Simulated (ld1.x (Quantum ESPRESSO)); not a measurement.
# Which setting gave this result? (gallium (Ga), TM)

Base potential:

gallium (Ga), norm-conserving Troullier–Martins (Kleinman–Bylander form), made with ld1.x (Quantum ESPRESSO) 7.5 (LDA (PZ), scalar-relativistic). Core [Ar] 3d10, reference 4s1 4p2. Waves: 4s (bound): rc 1.80 bohr; 4p (bound): rc 1.70 bohr. Local part: all-electron potential smoothed inside 1.40 bohr (lloc = -1). Core correction: none.

Cutoffs, loose and tight: the cutoffs (Ry, on a coarse ladder) from which the occupation-weighted sum of valence levels, in a spherical-Bessel basis at the reference potential, stays within 10 and 1 mRy of its value at 400 Ry. They do not see the model core or the augmentation charge, which bear on the density cutoff. Test errors are all-electron minus pseudo excitation energies from the reference, over the configurations 4s2 4p1; 4s2 4p0; 4s1 4p0; 4s1 4p1; 4s2 4p0.5; 4s2 4p1.3; 4s0 4p3 (two spin-polarised tests are not counted in the largest error); variants that change the core or the reference have their own tests.

Only the scale of all radii (base = 1) is moved:

| scale of all radii (base = 1) | cutoff, loose | cutoff, tight | bound ghosts | largest test error (meV) | median size of the test errors |
| --- | --- | --- | --- | --- | --- |
| 0.75 | 140 Ry | 180 Ry | s | +100 | 38.5 meV |
| 0.89 | 40 Ry | 55 Ry | s | +83 | 25.7 meV |
| 0.98 | 15 Ry | 40 Ry | s | +293 | 24.6 meV |
| 1.05 | 12 Ry | 35 Ry | none | +107 | 22.1 meV |
| 1.09 | 12 Ry | 35 Ry | none | +101 | 21.3 meV |
| 1.15 | 12 Ry | 30 Ry | none | +102 | 19.6 meV |
| 1.23 | 12 Ry | 30 Ry | none | +104 | 18.3 meV |
| 1.31 | 10 Ry | 25 Ry | none | +109 | 15.8 meV |
| 1.38 | 10 Ry | 21 Ry | none | +112 | 13.7 meV |

Task: One more run gave cutoff, loose: 55 Ry; cutoff, tight: 100 Ry; bound ghosts: s; largest test error (meV): +89; median size of the test errors: 31.2 meV. Which value of the scale of all radii (base = 1) was used?

Result: 0.84. The median size of the test errors moves one way along this sweep, from 38.5 meV at 0.75 to 13.7 meV at 1.38, which places the run between 0.75 and 0.89.
